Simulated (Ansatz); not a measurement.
Ideal-gas functions of CH3ClMoS2, SMILES `[CH3][Mo](=[S])(=[S])[Cl]` at 600 K and 1 bar, from an Ansatz frequency run at PBE0-D4/def2-TZVP.

Molar mass 210.56 g/mol, point group Cs (symmetry number 1), electronic degeneracy 1, moments of inertia 289.531, 337.948, 424.814 u Å². Harmonic wavenumbers (cm⁻¹, unscaled): 125, 139, 171, 174, 189, 191, 423, 544, 577, 585, 630, 691, 1187, 1399, 1413, 3032, 3126, 3160.

Use S(trans) = R[1.5 ln M + 2.5 ln T − 1.1517]; rotational temperatures θ = 24.2544 K / I; S(rot) = R[ln(√π/σ · √(T³/θAθBθC)) + 1.5]; for each mode x = 1.438777 ν̃/T, S = R[x/(eˣ − 1) − ln(1 − e⁻ˣ)] and H = RT x/(eˣ − 1); 1 cm⁻¹ = 0.0119627 kJ/mol; R = 8.31446 J/(mol·K).

**Question.** By hand: the entropy, in J/(mol·K).

**Answer.** Translation 190.1. Rotation: θ = 0.0838, 0.0718, 0.0571 K, giving 130.2. Vibration, mode by mode: 18.36, 17.49, 15.78, 15.64, 14.97, 14.88, 8.54, 6.67, 6.25, 6.15, 5.63, 5.01, 1.96, 1.30, 1.27, 0.05, 0.04, 0.04, in all 140.0. Electronic 0.0. Sum 460.3 J/(mol·K).

**Question.** By hand: H − E and G − E in kJ/mol, counted from the electronic energy.

**Answer.** Zero-point energy ½ × 17756 × 0.0119627 = 106.2; thermal vibration 40.5; translation, rotation and pV give 4 RT = 20.0. H − E = 166.7 kJ/mol, and G − E = 166.7 − 600 × 460.3/1000 = -109.5 kJ/mol.

Vibration gives 30 % of the entropy, 35.9 J/(mol·K) of it from the modes under 150 cm⁻¹: soft modes count most, and the harmonic formula is weakest for them.
